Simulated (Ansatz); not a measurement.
Job for Ansatz (a program for electronic structure): U-B3LYP/cc-pVTZ on GeH5N (SMILES [NH2][GeH3]), a point of a bond scan (R = 1.537 Å).

Ansatz 0.2 input:
```yaml
crystal:
  periodic: [false, false, false]
  atoms:
    - {symbol: Ge, position_ang: [-0.36016542, 0.04050046, 0.02987818]}
    - {symbol: N, position_ang: [1.47031303, -0.14001610, -0.20882542]}
    - {symbol: H, position_ang: [-1.03243335, -0.90641189, -0.97691737]}
    - {symbol: H, position_ang: [-0.70255945, 1.50788045, -0.27308504]}
    - {symbol: H, position_ang: [-0.85896258, -0.30670081, 1.45462877]}
    - {symbol: H, position_ang: [1.80695904, -1.08530079, -0.07685644]}
    - {symbol: H, position_ang: [2.02009845, 0.47463113, 0.37790643]}
basis:
  gaussian:
    orbitals: cc-pVTZ
hamiltonian:
  xc: {name: B3LYP}
magnetization: {spin_polarized: true, initial_magnetization: 0}
```

Output:

```
WARN ansatz: RAYON_NUM_THREADS=1 ignored (pool sized by the plan → 1); use --threads N
Functional definition: B3LYP
integrals: 0.05 GiB planned
889 factors; their error is unknown
mean field: 0.70 GiB planned
mean field evaluation 1: about -58085.7037 eV, gradient 4.4e1 eV
mean field evaluation 2: about -58068.3867 eV, gradient 7.1e1 eV
mean field evaluation 4: about -58092.7333 eV, gradient 1.6e0 eV
mean field evaluation 8: about -58092.9024 eV, gradient 2.5e-2 eV
mean field -58092.90241667 eV, -2134.8747870290 hartree, gradient 3.6e-5 eV, S^2 0.000000; 0 other end points of the search recorded, 0 dependent functions left out
reference -58092.90264317 eV, -2134.8747953527 hartree; 22, 22 occupied and 121, 121 virtual orbitals, 889 factors
Total energy: -58092.90264317 eV, -2134.8747953527 hartree
```

Self-consistency was reached.

Cost: very roughly 4 core-seconds.
